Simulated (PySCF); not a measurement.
Simulation results for BGeH₅NO, CH₄GeOSi, CH₆AlBGe, GeH₄O₂Si and others

All values are calculated (PySCF 2.14.0). Calculation on a computer-drawn molecule: the log of a Hartree-Fock and frozen-core CCSD(T) single point meant for a local Hartree-Fock minimum, with one planted fault or none, to be diagnosed. Offsets are logged minus clean, where the clean run is the same molecule without the fault. The reference is restricted for singlets and unrestricted otherwise, and also for a bond in bohr or an excited solution. Adding or removing an electron swaps singlet and doublet. The excited solution moves the top pair (singlet) or top alpha electron (doublet) to the lowest empty orbital. Highest occupied and lowest empty are orbital energies over both spins, largest force is the largest gradient component, triples share is (T) over the correlation energy, the T1 limit is 0.02 restricted and 0.045 unrestricted, electrons count all cores, a negative frequency is imaginary (commonest isotopes), and the dipole is about the centre of nuclear charge; on germanium a core potential holds 10 electrons, which the energies leave out, and 3d is frozen in MP2 and coupled-cluster steps.

Common to all runs: logged SCF converged yes; logged CC converged yes; logged SCF stable within its kind yes; possible faults no fault, one electron removed, one electron added, multiplicity raised by two, geometry at a saddle point, SCF held on an excited solution, minimal basis STO-3G, one bond length entered in bohr, all coordinates scaled.

(1) 
```xyz
9
formula=BGeH5NO meant_charge=1 meant_multiplicity=1 meant_basis=cc-pVDZ meant_basis_and_core_potential_on_germanium=cc-pVDZ-PP_ECP10MDF logged_electrons=56 logged_basis_functions=90 logged_spin_squared=2.0297 logged_highest_occupied=-11.953 logged_lowest_empty=-7.1996 logged_largest_force=0.13872 logged_T1_diagnostic=0.029031 logged_D1_diagnostic=0.17353 logged_triples_share=0.026658 logged_dipole_magnitude=7.3805 logged_energy_HF=-450.01453 logged_energy_CCSD(T)=-450.55433 planted_fault=multiplicity_raised_by_two HF_energy_offset_from_clean_run=63.32 CCSD(T)_energy_offset_from_clean_run=78.56
N     -0.4945    -0.3790    -1.8753
B     -0.6126     0.8644    -1.2996
O     -1.2655     1.8958    -1.8399
Ge     0.3619     1.0523     0.6082
H     -0.9164    -0.5635    -2.7683
H     -0.0136    -1.1650    -1.4912
H     -1.3170     2.7326    -1.4061
H      0.3995     2.3132     1.4615
H      1.1136    -0.0879     1.2801
```

Units: logged_highest_occupied, logged_lowest_empty in eV; logged_largest_force in hartree/bohr; logged_dipole_magnitude in debye; logged_energy_HF, logged_energy_CCSD(T) in hartree; HF_energy_offset_from_clean_run, CCSD(T)_energy_offset_from_clean_run in kcal/mol.

Drawn bonds:
| atom | other atom | order |
| --- | --- | --- |
| 1 | 2 | 1 |
| 2 | 3 | 1 |
| 2 | 4 | 1 |
| 1 | 5 | 1 |
| 1 | 6 | 1 |
| 3 | 7 | 1 |
| 4 | 8 | 1 |
| 4 | 9 | 1 |

(2) 
```xyz
8
formula=CH4GeOSi meant_charge=0 meant_multiplicity=1 meant_basis=cc-pV(D+d)Z meant_basis_and_core_potential_on_germanium=cc-pVDZ-PP_ECP10MDF logged_electrons=65 logged_basis_functions=94 logged_spin_squared=0.9335 logged_highest_occupied=-2.1905 logged_lowest_empty=6.3906 logged_largest_force=0.02989 logged_T1_diagnostic=0.03091 logged_D1_diagnostic=0.14405 logged_triples_share=0.031773 logged_dipole_magnitude=3.7582 logged_energy_HF=-697.33145 logged_energy_CCSD(T)=-697.89392 planted_fault=one_electron_added HF_energy_offset_from_clean_run=-33.33 CCSD(T)_energy_offset_from_clean_run=-30.6
C      0.8401     0.3225     0.4798
Ge    -0.8962     0.6657     0.5215
O     -1.3271     2.3833     0.3234
Si    -2.6639    -0.9425     0.8146
H      1.5996     1.0833     0.3450
H      1.1794    -0.6995     0.5937
H     -2.2543     2.5671     0.3456
H     -1.6265    -2.0366     0.9035
```

Units: logged_highest_occupied, logged_lowest_empty in eV; logged_largest_force in hartree/bohr; logged_dipole_magnitude in debye; logged_energy_HF, logged_energy_CCSD(T) in hartree; HF_energy_offset_from_clean_run, CCSD(T)_energy_offset_from_clean_run in kcal/mol.

Drawn bonds:
| atom | other atom | order |
| --- | --- | --- |
| 1 | 2 | 2 |
| 2 | 3 | 1 |
| 2 | 4 | 1 |
| 1 | 5 | 1 |
| 1 | 6 | 1 |
| 3 | 7 | 1 |
| 4 | 8 | 1 |

(3) 
```xyz
10
formula=CH6AlBGe meant_charge=0 meant_multiplicity=1 meant_basis=cc-pV(D+d)Z meant_basis_and_core_potential_on_germanium=cc-pVDZ-PP_ECP10MDF logged_electrons=62 logged_basis_functions=104 logged_spin_squared=2.018 logged_highest_occupied=-6.0755 logged_lowest_empty=-0.60604 logged_largest_force=0.10609 logged_T1_diagnostic=0.014968 logged_D1_diagnostic=0.046571 logged_triples_share=0.026752 logged_dipole_magnitude=0.57175 logged_energy_HF=-601.18863 logged_energy_CCSD(T)=-601.59872 planted_fault=multiplicity_raised_by_two HF_energy_offset_from_clean_run=67.56 CCSD(T)_energy_offset_from_clean_run=88.93
B     -1.9230    -0.1221    -1.5825
C     -1.2492    -0.3466    -0.4089
Al     0.2971     0.8088    -0.3941
Ge     1.9095     0.8207     1.5226
H     -2.4098     0.1561    -2.6164
H     -1.4493    -1.0129     0.4187
H      0.5291     1.7617    -1.6408
H      1.4885    -0.1254     2.6597
H      3.3197     0.3899     1.0808
H      2.0554     2.2241     2.1373
```

Units: logged_highest_occupied, logged_lowest_empty in eV; logged_largest_force in hartree/bohr; logged_dipole_magnitude in debye; logged_energy_HF, logged_energy_CCSD(T) in hartree; HF_energy_offset_from_clean_run, CCSD(T)_energy_offset_from_clean_run in kcal/mol.

Drawn bonds:
| atom | other atom | order |
| --- | --- | --- |
| 1 | 2 | 2 |
| 2 | 3 | 1 |
| 3 | 4 | 1 |
| 1 | 5 | 1 |
| 2 | 6 | 1 |
| 3 | 7 | 1 |
| 4 | 8 | 1 |
| 4 | 9 | 1 |
| 4 | 10 | 1 |

(4) 
```xyz
8
formula=GeH4O2Si meant_charge=0 meant_multiplicity=1 meant_basis=cc-pV(D+d)Z meant_basis_and_core_potential_on_germanium=cc-pVDZ-PP_ECP10MDF logged_electrons=66 logged_basis_functions=94 logged_spin_squared=0 logged_highest_occupied=-8.4356 logged_lowest_empty=0.26471 logged_largest_force=3.532e-05 logged_lowest_frequency=48.771 logged_T1_diagnostic=0.01354 logged_D1_diagnostic=0.033828 logged_triples_share=0.022238 logged_dipole_magnitude=2.7352 logged_energy_HF=-734.43035 logged_energy_CCSD(T)=-735.02643 planted_fault=no_fault HF_energy_offset_from_clean_run=0 CCSD(T)_energy_offset_from_clean_run=0
O     -1.1207    -0.2552    -0.9787
Si     0.4596    -0.3521    -0.4932
O      0.6922     0.1681     1.0595
Ge     0.8879    -2.7701    -0.4927
H     -1.4820     0.5735    -1.2561
H      1.2517     0.5467    -1.3731
H      0.7461     1.0948     1.2402
H      1.7591    -2.7244    -1.8168
```

Units: logged_highest_occupied, logged_lowest_empty in eV; logged_largest_force in hartree/bohr; logged_lowest_frequency in cm⁻¹; logged_dipole_magnitude in debye; logged_energy_HF, logged_energy_CCSD(T) in hartree; HF_energy_offset_from_clean_run, CCSD(T)_energy_offset_from_clean_run in kcal/mol.

Drawn bonds:
| atom | other atom | order |
| --- | --- | --- |
| 1 | 2 | 1 |
| 2 | 3 | 1 |
| 2 | 4 | 1 |
| 1 | 5 | 1 |
| 2 | 6 | 1 |
| 3 | 7 | 1 |
| 4 | 8 | 1 |

(5) 
```xyz
12
formula=AlGeH8NSi meant_charge=0 meant_multiplicity=1 meant_basis=cc-pV(D+d)Z meant_basis_and_core_potential_on_germanium=cc-pVDZ-PP_ECP10MDF logged_electrons=74 logged_basis_functions=123 logged_spin_squared=2.0304 logged_highest_occupied=-5.5864 logged_lowest_empty=-1.7411 logged_largest_force=0.038 logged_T1_diagnostic=0.021995 logged_D1_diagnostic=0.11989 logged_triples_share=0.029732 logged_dipole_magnitude=4.0764 logged_energy_HF=-883.22539 logged_energy_CCSD(T)=-883.74669 planted_fault=multiplicity_raised_by_two HF_energy_offset_from_clean_run=69.86 CCSD(T)_energy_offset_from_clean_run=69.11
N      0.0185     0.8830    -2.7311
Ge    -0.1619    -0.4768    -1.4569
Al    -2.3158    -0.4534    -0.1476
Si     1.8302    -0.3643    -0.1008
H     -0.6591     0.8136    -3.4730
H     -0.0800     1.8043    -2.3369
H     -0.0716    -1.7864    -2.2680
H     -3.3948     0.6814    -0.3940
H     -2.6142    -1.5612     0.9442
H      3.0482    -0.5269    -0.9279
H      1.8040    -1.4272     0.9351
H      1.8986     0.9482     0.5918
```

Units: logged_highest_occupied, logged_lowest_empty in eV; logged_largest_force in hartree/bohr; logged_dipole_magnitude in debye; logged_energy_HF, logged_energy_CCSD(T) in hartree; HF_energy_offset_from_clean_run, CCSD(T)_energy_offset_from_clean_run in kcal/mol.

Drawn bonds:
| atom | other atom | order |
| --- | --- | --- |
| 1 | 2 | 1 |
| 2 | 3 | 1 |
| 2 | 4 | 1 |
| 1 | 5 | 1 |
| 1 | 6 | 1 |
| 2 | 7 | 1 |
| 3 | 8 | 1 |
| 3 | 9 | 1 |
| 4 | 10 | 1 |
| 4 | 11 | 1 |
| 4 | 12 | 1 |

(6) 
```xyz
10
formula=CH6GeNO meant_charge=0 meant_multiplicity=2 meant_basis=cc-pVDZ meant_basis_and_core_potential_on_germanium=cc-pVDZ-PP_ECP10MDF logged_electrons=58 logged_basis_functions=95 logged_spin_squared=0 logged_highest_occupied=-15.731 logged_lowest_empty=-7.1958 logged_largest_force=0.082536 logged_T1_diagnostic=0.029786 logged_D1_diagnostic=0.13853 logged_triples_share=0.026417 logged_dipole_magnitude=7.4295 logged_energy_HF=-463.72431 logged_energy_CCSD(T)=-464.34315 planted_fault=one_electron_removed HF_energy_offset_from_clean_run=204.1 CCSD(T)_energy_offset_from_clean_run=210.8
C      0.3414     0.2406     0.0985
Ge    -0.4713    -1.3923     0.7204
N      0.2653    -2.7594    -0.2522
O     -0.1030    -1.7363     2.4254
H      1.3228     0.2528    -0.3670
H     -0.1240     1.2105     0.2452
H     -1.9965    -1.3035     0.7151
H     -0.1296    -3.6662    -0.0701
H      0.2718    -2.6133    -1.2472
H      0.8155    -1.8867     2.5985
```

Units: logged_highest_occupied, logged_lowest_empty in eV; logged_largest_force in hartree/bohr; logged_dipole_magnitude in debye; logged_energy_HF, logged_energy_CCSD(T) in hartree; HF_energy_offset_from_clean_run, CCSD(T)_energy_offset_from_clean_run in kcal/mol.

Drawn bonds:
| atom | other atom | order |
| --- | --- | --- |
| 1 | 2 | 1 |
| 2 | 3 | 1 |
| 2 | 4 | 1 |
| 1 | 5 | 1 |
| 1 | 6 | 1 |
| 2 | 7 | 1 |
| 3 | 8 | 1 |
| 3 | 9 | 1 |
| 4 | 10 | 1 |

Notes: T1 above single-reference limit.

(7) 
```xyz
7
formula=ClGeH3OSi meant_charge=0 meant_multiplicity=1 meant_basis=cc-pV(D+d)Z meant_basis_and_core_potential_on_germanium=cc-pVDZ-PP_ECP10MDF logged_electrons=73 logged_basis_functions=98 logged_spin_squared=0.7763 logged_highest_occupied=-16.149 logged_lowest_empty=-6.9613 logged_largest_force=0.056067 logged_T1_diagnostic=0.023235 logged_D1_diagnostic=0.099806 logged_triples_share=0.0287 logged_dipole_magnitude=2.5641 logged_energy_HF=-1118.21342 logged_energy_CCSD(T)=-1118.74945 planted_fault=one_electron_removed HF_energy_offset_from_clean_run=180.5 CCSD(T)_energy_offset_from_clean_run=190.9
O      0.2297    -0.4352    -2.3750
Si    -0.3418    -0.3024    -0.8211
Ge    -2.1901    -1.9436    -0.5990
Cl    -2.5550    -1.3662     1.5271
H      0.9450     0.1165    -2.6559
H     -0.8356     1.0719    -0.5556
H      0.7302    -0.5960     0.1627
```

Units: logged_highest_occupied, logged_lowest_empty in eV; logged_largest_force in hartree/bohr; logged_dipole_magnitude in debye; logged_energy_HF, logged_energy_CCSD(T) in hartree; HF_energy_offset_from_clean_run, CCSD(T)_energy_offset_from_clean_run in kcal/mol.

Drawn bonds:
| atom | other atom | order |
| --- | --- | --- |
| 1 | 2 | 1 |
| 2 | 3 | 1 |
| 3 | 4 | 1 |
| 1 | 5 | 1 |
| 2 | 6 | 1 |
| 2 | 7 | 1 |

(8) 
```xyz
9
formula=CH6BGe meant_charge=-1 meant_multiplicity=1 meant_basis=aug-cc-pVDZ meant_basis_and_core_potential_on_germanium=aug-cc-pVDZ-PP_ECP10MDF logged_electrons=50 logged_basis_functions=132 logged_spin_squared=0 logged_highest_occupied=-1.2726 logged_lowest_empty=3.7483 logged_largest_force=1.089e-05 logged_lowest_frequency=77.154 logged_T1_diagnostic=0.020336 logged_D1_diagnostic=0.074891 logged_triples_share=0.03858 logged_dipole_magnitude=3.7535 logged_energy_HF=-359.38572 logged_energy_CCSD(T)=-359.82197 planted_fault=no_fault HF_energy_offset_from_clean_run=0 CCSD(T)_energy_offset_from_clean_run=0
B     -2.1686     0.5940     1.7897
Ge    -1.0131     2.1726     1.7715
C      0.7139     2.2009     0.7392
H     -1.7011    -0.5135     1.6308
H     -3.3025     0.6669     2.2079
H     -1.6197     3.5994     1.6087
H      1.1339     1.1918     0.7189
H      0.5748     2.5324    -0.2934
H      1.4462     2.8605     1.2117
```

Units: logged_highest_occupied, logged_lowest_empty in eV; logged_largest_force in hartree/bohr; logged_lowest_frequency in cm⁻¹; logged_dipole_magnitude in debye; logged_energy_HF, logged_energy_CCSD(T) in hartree; HF_energy_offset_from_clean_run, CCSD(T)_energy_offset_from_clean_run in kcal/mol.

Drawn bonds:
| atom | other atom | order |
| --- | --- | --- |
| 1 | 2 | 1 |
| 2 | 3 | 1 |
| 1 | 4 | 1 |
| 1 | 5 | 1 |
| 2 | 6 | 1 |
| 3 | 7 | 1 |
| 3 | 8 | 1 |
| 3 | 9 | 1 |

Notes: T1 above single-reference limit.

(9) 
```xyz
10
formula=CH7GeSi meant_charge=1 meant_multiplicity=1 meant_basis=cc-pV(D+d)Z meant_basis_and_core_potential_on_germanium=cc-pVDZ-PP_ECP10MDF logged_electrons=58 logged_basis_functions=95 logged_spin_squared=0 logged_highest_occupied=-16.426 logged_lowest_empty=-5.6012 logged_largest_force=3.985e-05 logged_lowest_frequency=50.055 logged_T1_diagnostic=0.011187 logged_D1_diagnostic=0.025161 logged_triples_share=0.025226 logged_dipole_magnitude=0.80624 logged_energy_HF=-623.99121 logged_energy_CCSD(T)=-624.378 planted_fault=no_fault HF_energy_offset_from_clean_run=0 CCSD(T)_energy_offset_from_clean_run=0
C     -0.8291     2.6450    -0.3794
Si     0.8529     1.9290    -0.0333
Ge     1.4652     2.3672     2.3225
H     -0.8449     3.7269    -0.2355
H     -1.5985     2.1878     0.2453
H     -1.0789     2.4409    -1.4246
H      1.9883     2.5717    -0.7157
H      0.9515     0.4599    -0.0498
H      2.7905     1.9291     2.9341
H      0.6140     3.0880     3.3613
```

Units: logged_highest_occupied, logged_lowest_empty in eV; logged_largest_force in hartree/bohr; logged_lowest_frequency in cm⁻¹; logged_dipole_magnitude in debye; logged_energy_HF, logged_energy_CCSD(T) in hartree; HF_energy_offset_from_clean_run, CCSD(T)_energy_offset_from_clean_run in kcal/mol.

Drawn bonds:
| atom | other atom | order |
| --- | --- | --- |
| 1 | 2 | 1 |
| 2 | 3 | 1 |
| 1 | 4 | 1 |
| 1 | 5 | 1 |
| 1 | 6 | 1 |
| 2 | 7 | 1 |
| 2 | 8 | 1 |
| 3 | 9 | 1 |
| 3 | 10 | 1 |

(10) 
```xyz
8
formula=CH4GeOSi meant_charge=0 meant_multiplicity=1 meant_basis=cc-pV(D+d)Z meant_basis_and_core_potential_on_germanium=cc-pVDZ-PP_ECP10MDF logged_electrons=64 logged_basis_functions=94 logged_spin_squared=0 logged_highest_occupied=-7.9833 logged_lowest_empty=-0.61812 logged_largest_force=9.674e-06 logged_lowest_frequency=97.66 logged_T1_diagnostic=0.02276 logged_D1_diagnostic=0.084972 logged_triples_share=0.03662 logged_dipole_magnitude=2.3232 logged_energy_HF=-697.27834 logged_energy_CCSD(T)=-697.84516
C      0.8401     0.3225     0.4798
Ge    -0.8962     0.6657     0.5215
O     -1.3271     2.3833     0.3234
Si    -2.6639    -0.9425     0.8146
H      1.5996     1.0833     0.3450
H      1.1794    -0.6995     0.5937
H     -2.2543     2.5671     0.3456
H     -1.6265    -2.0366     0.9035
```

Units: logged_highest_occupied, logged_lowest_empty in eV; logged_largest_force in hartree/bohr; logged_lowest_frequency in cm⁻¹; logged_dipole_magnitude in debye; logged_energy_HF, logged_energy_CCSD(T) in hartree.

Drawn bonds:
| atom | other atom | order |
| --- | --- | --- |
| 1 | 2 | 2 |
| 2 | 3 | 1 |
| 2 | 4 | 1 |
| 1 | 5 | 1 |
| 1 | 6 | 1 |
| 3 | 7 | 1 |
| 4 | 8 | 1 |

Notes: T1 above single-reference limit.

## Withheld values
1. Give the missing planted fault for CH₄GeOSi (entry 10).

## Answers
1. no fault

Further results for CH₄GeOSi (entry 10):

* HF energy offset from clean run: 0 kcal/mol
* CCSD(T) energy offset from clean run: 0 kcal/mol
